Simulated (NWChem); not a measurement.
System: C3H2F4; SMILES F[C@H]1[C@H](F)C1(F)F

Output (shortened):

```
             Northwest Computational Chemistry Package (NWChem) 7.3.0
             --------------------------------------------------------

                             Geometry "geometry" -> ""
                             -------------------------

 Output coordinates in angstroms (scale by  1.889725989 to convert to a.u.)

  No.       Tag          Charge          X              Y              Z
 ---- ---------------- ---------- -------------- -------------- --------------
    1 F                    9.0000     1.77487100     0.20203800    -1.06485500
    2 C                    6.0000     0.53808100     0.53083800    -0.65586000
    3 C                    6.0000    -0.53808100    -0.53083800    -0.65586000
    4 F                    9.0000    -1.77487100    -0.20203800    -1.06485500
    5 C                    6.0000     0.00000000     0.00000000     0.63064100
    6 F                    9.0000     0.74948400    -0.80693200     1.37543700
    7 F                    9.0000    -0.74948400     0.80693200     1.37543700
    8 H                    1.0000     0.21457700     1.54437900    -0.92337600
    9 H                    1.0000    -0.21457700    -1.54437900    -0.92337600

 Effective nuclear repulsion energy (a.u.)     329.3259506250

  pbe96 is a nonlocal functional; adding pw91lda local functional.
                              NWChem Property Module
                              ----------------------

  itol2e modified to match energy
  convergence criterion.

                                 NWChem DFT Module
                                 -----------------

 Summary of "ao basis" -> "ao basis" (spherical)
 ------------------------------------------------------------------------------
       Tag                 Description            Shells   Functions and Types
 ---------------- ------------------------------  ------  ---------------------
 F                          pcsseg-1                 7       17   3s3p1d
 C                          pcsseg-1                 7       17   3s3p1d
 H                          pcsseg-1                 3        5   2s1p

  itol2e modified to match energy
  convergence criterion.

            General Information
            -------------------
          SCF calculation type: DFT
          Wavefunction type:  closed shell.
          No. of atoms     :     9
          No. of electrons :    56
           Alpha electrons :    28
            Beta electrons :    28
          Charge           :     0
          Spin multiplicity:     1
          Use of symmetry is: off; symmetry adaption is: off
          Maximum number of iterations: 150
          AO basis - number of functions:   129
                     number of shells:    55
          Convergence on energy requested:  1.00D-07
          Convergence on density requested:  1.00D-05
          Convergence on gradient requested:  5.00D-04

              XC Information
              --------------
          PerdewBurkeErnzerhof Exchange Functional  1.000
            Perdew 1991 LDA Correlation Functional  1.000 local
           PerdewBurkeErnz. Correlation Functional  1.000 non-local

             Grid Information
             ----------------
          Grid used for XC integration:  fine
          Radial quadrature: Mura-Knowles
          Angular quadrature: Lebedev.
          Tag              B.-S. Rad. Rad. Pts. Rad. Cut. Ang. Pts.
          ---              ---------- --------- --------- ---------
          F                   0.50       70          10.0       590
          C                   0.70       70           8.0       590
          H                   0.35       60          10.0       590
          Grid pruning is: on
          Number of quadrature shells:   610
          Spatial weights used:  Erf1

      Superposition of Atomic Density Guess
      -------------------------------------

 Sum of atomic energies:        -511.42013134

      Non-variational initial energy
      ------------------------------

 Total energy =    -514.330670
 1-e energy   =   -1364.512501
 2-e energy   =     520.855881
 HOMO         =      -0.276831
 LUMO         =       0.056181

   convergence    iter        energy       DeltaE   RMS-Dens  Diis-err
 ---------------- ----- ----------------- --------- --------- ---------
 d= 0,ls=0.0,diis     1   -514.0663942788 -8.43D+02  1.56D-02  2.24D+00
 d= 0,ls=0.0,diis     2   -513.6556973489  4.11D-01  1.06D-02  7.36D+00
 d= 0,ls=0.0,diis     3   -514.2640638599 -6.08D-01  1.61D-03  1.33D-01
 d= 0,ls=0.0,diis     4   -514.2705727470 -6.51D-03  7.49D-04  2.41D-02
 d= 0,ls=0.0,diis     5   -514.2722675487 -1.69D-03  1.82D-04  2.13D-03
  Resetting Diis
 d= 0,ls=0.0,diis     6   -514.2724468303 -1.79D-04  5.57D-05  1.21D-04
 d= 0,ls=0.0,diis     7   -514.2724578420 -1.10D-05  2.01D-05  2.66D-06
 d= 0,ls=0.0,diis     8   -514.2724576033  2.39D-07  1.29D-05  5.87D-06
 d= 0,ls=0.0,diis     9   -514.2724580645 -4.61D-07  1.62D-06  1.42D-07
 d= 0,ls=0.0,diis    10   -514.2724580753 -1.08D-08  2.49D-07  2.38D-09

[...]

          -----------------------------------------
          Chemical Shielding Tensors (GIAO, in ppm)
          -----------------------------------------

                                NWChem CPHF Module
                                ------------------

  scftype          =     RHF
  nclosed          =       28
  nopen            =        0
  variables        =     2828
  # of vectors     =        3
  tolerance        = 0.10D-03
  level shift      = 0.00D+00
  max iterations   =       50
  max subspace     =       30

 SCF residual:    1.4132084231461857E-005

Iterative solution of linear equations
  No. of variables     2828
  No. of equations        3
  Maximum subspace       30
        Iterations       50
       Convergence  1.0D-04

   iter   nsub   residual    time
   ----  ------  --------  ---------
     1      3    3.55D-06      67.3

      Atom:    1  F
        Diamagnetic
    490.8226     -5.5256     -9.1719
     -5.5256    466.1582      2.3520
     -9.1719      2.3520    468.6986

        Paramagnetic
    -87.6071     -5.3100     22.3616
     -5.3100    -28.0015      0.6925
     22.3616      0.6925    -81.5270

        Total Shielding Tensor
    403.2156    -10.8356     13.1898
    -10.8356    438.1567      3.0444
     13.1898      3.0444    387.1717

           isotropic =     409.5146
          anisotropy =      47.6084

          Principal Components and Axis System
                 1           2           3
              441.2536    408.6370    378.6534

      1        -0.2784      0.8108     -0.5149
      2         0.9604      0.2427     -0.1371
      3        -0.0138      0.5326      0.8462

      Atom:    2  C
        Diamagnetic
    250.0112      0.4118     -3.3859
      0.4118    234.6073      1.1611
     -3.3859      1.1611    243.4409

        Paramagnetic
   -101.4256    -29.5463    -15.3027
    -29.5463   -157.1302     13.0109
    -15.3027     13.0109   -169.2358

        Total Shielding Tensor
    148.5856    -29.1344    -18.6885
    -29.1344     77.4770     14.1720
    -18.6885     14.1720     74.2051

           isotropic =     100.0892
          anisotropy =      96.7155

          Principal Components and Axis System
                 1           2           3
              164.5662     74.7472     60.9543

      1         0.9078      0.4041      0.1125
      2        -0.3430      0.5606      0.7537
      3        -0.2415      0.7228     -0.6475

      Atom:    3  C
        Diamagnetic
    241.8671     -4.5528     -0.0000
     -4.5528    239.6282     -0.0000
     -0.0000     -0.0000    240.0304

        Paramagnetic
   -171.9169    -19.5713     -0.0000
    -19.5713   -163.3445      0.0000
     -0.0000      0.0000   -189.7285

        Total Shielding Tensor
     69.9502    -24.1241     -0.0000
    -24.1241     76.2837      0.0000
     -0.0000      0.0000     50.3019

           isotropic =      65.5119
          anisotropy =      47.9041

          Principal Components and Axis System
                 1           2           3
               97.4480     50.3019     48.7859

      1        -0.6595     -0.0000      0.7517
      2         0.7517     -0.0000      0.6595
      3         0.0000      1.0000      0.0000

      Atom:    4  F
        Diamagnetic
    473.4211    -10.7397      7.9193
    -10.7397    475.6878     -8.3043
      7.9193     -8.3043    475.5515

        Paramagnetic
   -197.3926    -66.0035    -20.6108
    -66.0035   -147.6875     47.8184
    -20.6108     47.8184   -125.4877

        Total Shielding Tensor
    276.0284    -76.7432    -12.6916
    -76.7432    328.0003     39.5141
    -12.6916     39.5141    350.0638

           isotropic =     318.0309
          anisotropy =     137.3911

          Principal Components and Axis System
                 1           2           3
              409.6249    324.8144    219.6533

      1        -0.4526      0.4075      0.7932
      2         0.6956     -0.3952      0.6000
      3         0.5579      0.8233     -0.1046

      Atom:    5  H
        Diamagnetic
     24.7005     -3.4465     -0.4777
     -3.4465     34.2964     -4.6676
     -0.4777     -4.6676     22.3103

        Paramagnetic
      2.9818      1.7220     -1.5130
      1.7220     -6.4994      3.4099
     -1.5130      3.4099      1.9622

        Total Shielding Tensor
     27.6822     -1.7245     -1.9907
     -1.7245     27.7970     -1.2577
     -1.9907     -1.2577     24.2724

           isotropic =      26.5839
          anisotropy =       4.4141

          Principal Components and Axis System
                 1           2           3
               29.5266     27.5690     22.6560

      1        -0.7470      0.4926      0.4465
      2         0.6526      0.6715      0.3511
      3         0.1268     -0.5536      0.8230
```

Level: PBE/pcSseg-1, GIAO. Geometry: optimised at PBE0/def2-SVP. The output numbers the shielded atoms by their place in the input's list. The printed shielding anisotropy is the first printed principal value minus the mean of the other two.

### Question
Reconstruct the input file.

### Answer
One answer among several that fit: the input that was run:
```
start job
memory heap 200 mb stack 900 mb global 1100 mb
geometry units angstroms noautosym nocenter noautoz
  F      1.774871     0.202038    -1.064855
  C      0.538081     0.530838    -0.655860
  C     -0.538081    -0.530838    -0.655860
  F     -1.774871    -0.202038    -1.064855
  C      0.000000     0.000000     0.630641
  F      0.749484    -0.806932     1.375437
  F     -0.749484     0.806932     1.375437
  H      0.214577     1.544379    -0.923376
  H     -0.214577    -1.544379    -0.923376
end
basis spherical
  * library pcsseg-1
end
dft
  xc xpbe96 cpbe96
  iterations 150
end
property
  shielding 5 1 2 5 6 8
end
task dft property
```
